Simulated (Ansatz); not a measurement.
`[SiH3][CH2][InH][SiH3]` → `[SiH3][SiH2][CH2][InH2]`  (isomerisation)

Calculated with Ansatz (gas phase, PBE0-D4/def2-TZVP geometries, no zero-point term in ΔE). CCSD(T)/CBS adds triple-zeta CCSD(T) − MP2 to the extrapolated MP2 energy (def2 sets, frozen cores). DFT in def2-TZVPP. B3LYP here is the variant with VWN-RPA as its local correlation; programs differ in this. def2 core potentials past Kr. For In outer-core shells are correlated without core-valence functions, which leaves a few kJ/mol of doubt a bond. One conformer a species, not always the lowest.

Task: Is it downhill or uphill in electronic energy at CCSD(T)/CBS, and by how much? (Best estimate.)

Result: Computed: Uphill: ΔE = +24.9 kJ/mol.

Task: What do these levels give: PBE-D4, BLYP-D4, r2SCAN-D4, r2SCANh-D4, PBE-QIDH, revPBE, B3LYP, r2SCAN0, MP2/def2-TZVPP, SCS-MP2/def2-TZVPP, CCSD(T)/def2-TZVPP, CCSD/CBS(def2)? (Best estimate.)

Result: The calculation gave: PBE-D4 21.5, BLYP-D4 27.1, r2SCAN-D4 23.1, r2SCANh-D4 23.7, PBE-QIDH 27.2, revPBE 32.3, B3LYP 36.1, r2SCAN0 25.9, MP2/def2-TZVPP 31.4, SCS-MP2/def2-TZVPP 33.3, CCSD(T)/def2-TZVPP 27.3, CCSD/CBS(def2) 27.5 kJ/mol.

Task: What do rigid-rotor, harmonic-oscillator terms from PBE0-D4/def2-TZVP frequencies (298.15 K, 1 bar) make of the CCSD(T)/CBS value? (Estimate.)

Result: Computed: ΔZPE = -2.9 kJ/mol, ΔH = +20.3 kJ/mol, ΔS = -33 J/(mol·K), ΔG = +30.3 kJ/mol. Modes under 50 cm⁻¹ make the entropy rough.

Largest T1 diagnostic among the species: 0.014.

The D4 term adds −8.2 kJ/mol with B3LYP and −4.2 kJ/mol with PBE0; it sums over pairs of atoms, weighted by their polarisabilities, and B3LYP, whose exchange is more repulsive, gets the larger term. In def2-TZVPP, CCSD(T) changes the Hartree–Fock value by −14.4 kJ/mol (the triples alone add −2.6 kJ/mol) and MP2 by −10.4 kJ/mol.
